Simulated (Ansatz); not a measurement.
Level of theory: Ansatz (a quantum-chemistry and plane-wave program) with frozen-core CCSD(T)/cc-pVTZ // PBE-D3(BJ)/def2-TZVP. The restricted HF reference is unstable towards unrestricted orbitals.

Ansatz 0.2 input:
```yaml
crystal:
  periodic: [false, false, false]
  atoms:
    - { symbol: B, position_ang: [1.753328, -0.369205, -0.150762] }
    - { symbol: C, position_ang: [0.799894, 0.72723, 0.333672] }
    - { symbol: C, position_ang: [-0.55851, 0.671484, 0.296687] }
    - { symbol: C, position_ang: [-1.408797, -0.44006, -0.211853] }
    - { symbol: H, position_ang: [1.348182, -1.397396, -0.628571] }
    - { symbol: H, position_ang: [2.944043, -0.218435, -0.060007] }
    - { symbol: H, position_ang: [1.217956, 1.649236, 0.754996] }
    - { symbol: H, position_ang: [-1.124522, 1.531497, 0.681279] }
    - { symbol: H, position_ang: [-0.821359, -1.280518, -0.596451] }
    - { symbol: H, position_ang: [-2.074109, -0.802905, 0.589621] }
    - { symbol: H, position_ang: [-2.076104, -0.070931, -1.00861] }
basis:
  gaussian: { orbitals: cc-pVTZ }
correlation:
  method: ccsd_t
```

Output:

```
Functional definition: HF
1226 factors; integrals over basis functions are off by at most 1.3e-3 eV
mean field evaluation 1: about -3871.4249 eV, gradient 3.0e1 eV
mean field evaluation 2: about -3871.4250 eV, gradient 3.0e1 eV
mean field evaluation 4: about -3874.2201 eV, gradient 3.3e0 eV
mean field evaluation 8: about -3874.2612 eV, gradient 2.0e-1 eV
mean field evaluation 16: about -3874.2626 eV, gradient 5.5e-1 eV
mean field -3874.26152222 eV, -142.3764848728 hartree, gradient 3.2e-6 eV, S^2 0.000000; 0 other end points of the search recorded, 0 dependent functions left out; unrestricted orbitals would lower it
4 core orbitals not correlated
reference -3874.26152222 eV, -142.3764848728 hartree; 11, 11 occupied and 203, 203 virtual orbitals, 1226 factors
second order -16.40939609 eV of doubles, -0.00000000 eV of singles
cycle   1  -17.06693185 eV  change   -6.6e-1 eV  update   8.7e-2
cycle   2  -17.52221104 eV  change   -4.6e-1 eV  update   2.7e-2
cycle   3  -17.60338704 eV  change   -8.1e-2 eV  update   1.2e-2
cycle   4  -17.59915031 eV  change    4.2e-3 eV  update   3.0e-3
cycle   5  -17.59957374 eV  change   -4.2e-4 eV  update   1.1e-3
cycle   6  -17.59960558 eV  change   -3.2e-5 eV  update   3.9e-4
cycle   7  -17.59960899 eV  change   -3.4e-6 eV  update   1.4e-4
cycle   8  -17.59965338 eV  change   -4.4e-5 eV  update   7.3e-5
cycle   9  -17.59966384 eV  change   -1.0e-5 eV  update   2.1e-5
perturbative correction -0.74930520 eV, -0.0275364584 hartree
Total energy: -3892.61049127 eV, -143.0507970480 hartree
```

Cost: roughly 2.2 core-minutes.
